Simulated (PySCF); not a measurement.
A calculated (UHF, PySCF 2.14, ANO-RCC-VTZP, the spin-free X2C one-electron Hamiltonian (Gaussian nucleus)) atom or ion has these occupied shells.

```tsv
shell	electrons	orbital energy (eV)	rms radius, mean of both spins (bohr)
1s α	1	-47068.7	0.0259
1s β	1	-47068.6	0.0259
2s α	1	-7819.8	0.105
2s β	1	-7819.6	0.105
2p α	3	-6980.7	0.0941
2p β	3	-6980.6	0.0941
3s α	1	-1775.1	0.271
3s β	1	-1772.1	0.271
3p α	3	-1506.2	0.272
3p β	3	-1502.9	0.272
3d α	5	-1136.8	0.250
3d β	5	-1133.1	0.250
4s α	1	-389.42	0.614
4s β	1	-381.11	0.614
4p α	3	-298.31	0.652
4p β	3	-289.14	0.652
4d α	5	-166.87	0.721
4d β	5	-154.87	0.721
5s α	1	-65.554	1.50
5s β	1	-61.527	1.50
5p α	3	-40.203	1.74
5p β	3	-36.578	1.74
4f α	5	-26.855	0.989
5d α	1	-12.968	2.78
6s α	1	-11.170	4.13
```

Problem. Name the element and its charge.

Solution. Sm⁺ (samarium, charge +1), in [Xe] 4f5 5d1 6s1, one real determinant (an excited configuration).
